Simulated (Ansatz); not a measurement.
Ansatz (a quantum-chemistry and plane-wave program) input:

Ansatz 0.2 input:
```yaml
crystal:
  periodic: [false, false, false]
  atoms:
    - {symbol: C, position_ang: [2.83032442, -0.00867596, -0.48504749]}
    - {symbol: C, position_ang: [1.36999214, -0.17179607, -0.19673394]}
    - {symbol: C, position_ang: [0.61916935, 0.79067870, 0.43376322]}
    - {symbol: C, position_ang: [-0.67686064, 0.75386259, 0.91287032]}
    - {symbol: C, position_ang: [-1.60208355, -0.40400439, 0.72350369]}
    - {symbol: C, position_ang: [-2.34199687, -0.40357288, -0.63381308]}
    - {symbol: H, position_ang: [3.48209595, -0.64544500, 0.14684449]}
    - {symbol: H, position_ang: [3.08619720, -0.26169186, -1.52864080]}
    - {symbol: H, position_ang: [3.13821078, 1.02642088, -0.31656230]}
    - {symbol: H, position_ang: [0.96616944, -1.16087652, -0.38526342]}
    - {symbol: H, position_ang: [1.13847850, 1.74114239, 0.60389467]}
    - {symbol: H, position_ang: [-1.14296876, 1.68210105, 1.23767507]}
    - {symbol: H, position_ang: [-2.36610673, -0.42391674, 1.51845039]}
    - {symbol: H, position_ang: [-1.03678787, -1.34078464, 0.78942354]}
    - {symbol: H, position_ang: [-2.94570863, 0.49905823, -0.73454376]}
    - {symbol: H, position_ang: [-1.60858348, -0.41440924, -1.43678202]}
    - {symbol: H, position_ang: [-2.99928160, -1.27270064, -0.74374346]}
basis:
  gaussian:
    orbitals: def2-TZVP
hamiltonian:
  xc: b3lyp
  dispersion: d3bj
total_charge: -1
relax: {f_tol: 0.002, max_steps: 150}
```

Q: What final total energy does it print?

A: -235.33042 Eh (B3LYP-D3(BJ)/def2-TZVP). The basis has 252 functions.

It need not be the lowest isomer of its formula. Whether it binds its extra electron was not tested at this geometry.
